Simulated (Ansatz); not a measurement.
Frontier orbitals of CH$_{6}$BGaSe, SMILES `[BH2][GaH][Se]C`.

```xyz
10

B     2.795    0.047   -0.748
Ga    0.957   -0.111    0.194
Se   -0.955    0.356   -1.036
C    -2.342    0.049    0.316
H     3.291   -0.882   -1.316
H     3.411    1.073   -0.756
H     0.635   -0.517    1.678
H    -2.994   -0.748   -0.035
H    -1.885   -0.234    1.262
H    -2.912    0.968    0.438
```

Charge 0, multiplicity 1. Correlated methods include outer-core shells of Ga, Se, which these sets cover unevenly. Scalar relativity is left out up to krypton. The structure was optimised at the PBE0-D4/def2-TZVP level. It is one conformer, not always the lowest. Basis def2-TZVPP, the Gaussian-basis code of Ansatz.

Orbital energies of one run (eV). Highest occupied ones, from the top: -6.31, -7.11, -7.54, -9.38, -9.66, -10.84, -11.49, -11.94, -13.98, -16.92, -20.42, -22.60, -22.67, -22.69. Empty: -2.83, -1.57, -0.05, 0.61, 1.30, 1.62.

(1) Which functional gave them?
A. BLYP
B. BHLYP
C. PBE0
D. HSE06 (plane-wave form)

Answers

(1) D. HOMO energies: HSE06 -6.31, BLYP -5.51, BHLYP -7.59, PBE0 -6.70 eV.
